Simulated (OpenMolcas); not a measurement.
Tc3+ in a point-charge field

Tc3+ among 6 point charges of -1.7 e arranged as an octahedron (Oh), 2 Å from the ion.

| Item | Value |
| --- | --- |
| Program | OpenMolcas 26.06 |
| Method | SS-CASPT2, IPEA 0.25 Eh, imaginary shift 0.1 Eh (closed shells correlated: 4s 4p) |
| Basis | ANO-RCC-VDZP [6s5p3d1f] |
| Scalar Hamiltonian | DKH2, point nucleus |
| Active space | 4 electrons in 5 orbitals (4d) |
| State averaging | 2S+1 = 5 even, 5 roots; 2S+1 = 3 even, 45 roots; 2S+1 = 1 even, 50 roots |
| Spin-orbit coupling | state interaction with AMFI integrals over the reference wave functions |

The lowest spin-free states (labels of O, the rotations of Oh), above the lowest:

| State | Degeneracy | E (cm-1) | Free-ion L (%) |
| --- | --- | --- | --- |
| 5E | 2 | 0 | D (100) |
| 3T1 | 3 | 8620 | H (47) |
| 5T2 | 3 | 10140 | D (100) |
| 3T1 | 3 | 16050 | H (45) |
| 1T2 | 3 | 16450 | G (52) |
| 3E | 2 | 16590 | H (91) |
| 3T2 | 3 | 16820 | F (52) |
| 1E | 2 | 17620 | I (72) |
| 3A2 | 1 | 18370 | F (100) |
| 3A1 | 1 | 18590 | G (100) |
| 1A1 | 1 | 20870 | G (41) |
| 3E | 2 | 21540 | G (63) |
| 1T2 | 3 | 24310 | I (61) |
| 1A2 | 1 | 24670 | I (96) |
| 3T1 | 3 | 24980 | H (56) |
| 1T1 | 3 | 25660 | I (47) |
| 3T2 | 3 | 26680 | H (47) |
| 1E | 2 | 27340 | D (56) |
| 3T1 | 3 | 28190 | F (38) |
| 3E | 2 | 30090 | D (64) |

The lowest levels with spin-orbit coupling:

```
E (cm-1)  Degeneracy  Label      2S+1
       0           1     A1         5
     140           3     T1         5
     270           2      E         5
     350           3     T2         5
     440           1     A2         5
    8210           1     A1         3
    8770           3     T1         3
    9180           3     T2         3
    9310           2      E         3
    9990           1     A1         5
   10010           3     T1         5
   10050           3     T2         5
   10640           2      E         5
   10650           3     T1         5
   11020           3     T2         5
   15610           3     T2  1 (51 %)
   15720           1     A1         3
   16110           3     T1         3
   16250           2      E  3 (67 %)
   16870           3     T1         3
```

Powder χT (cm3 K/mol): 0.0464 at 2 K, 0.232 at 10 K, 1.13 at 50 K, 1.85 at 100 K, 2.36 at 200 K, 2.52 at 300 K. The effective moment at 300 K is 2.828 √(χT) = 4.49 μB.

The lowest level has 2S+1 = 5, for which the spin-only value is χT = S(S+1) / 2 = 3.000 cm3 K/mol (g = 2). The computed 2.524 at 300 K differs by -0.476, through orbital momentum, spin-orbit coupling and any other state in reach.

A least-squares ligand-field fit to the states below 45000 cm-1, each weighted by its degeneracy and with a free common offset, gives 10Dq = 10571 cm-1, B = 681 cm-1 and C = 3184 cm-1 (C/B = 4.67), with an rms deviation of 488 cm-1.

Roots that are degenerate in the reference are averaged as groups; the widest CASPT2 spread within a group is 350 cm-1 (the 2-fold group of multiplicity 1 near 69900 cm-1 above the lowest state of its run). Shifts and gaps below about the spread of the groups concerned are not significant. An orbital doublet at a regular site is open to a Jahn-Teller distortion, which this geometry leaves out. This shell can be high or low spin here, a state of another spin lies low, and with metal d orbitals alone active their balance is uncertain, so the ground spin may be wrong. Point charges give a weaker field than real ligands, and real ions of this kind are as a rule low spin; the high spin found here belongs to the model. This field is weak: 10Dq is about 10571 cm-1, while octahedral complexes of 4d ions of charge 3 and more, computed by the same method with explicit ligands, had a median near 25000 cm-1. Ground spin and moment need not be those of a real site. Free-ion shares, where given, are those of the reference states; single-state CASPT2 does not remix them. Point charges carry no covalency, so the field is a model and not that of real ligands. No measured value stands beside these numbers.

The CASPT2 steps took 3.9 s on 1 thread of Intel(R) Xeon(R) 6975P-C (Granite Rapids) (shared host); the integral step is not counted.
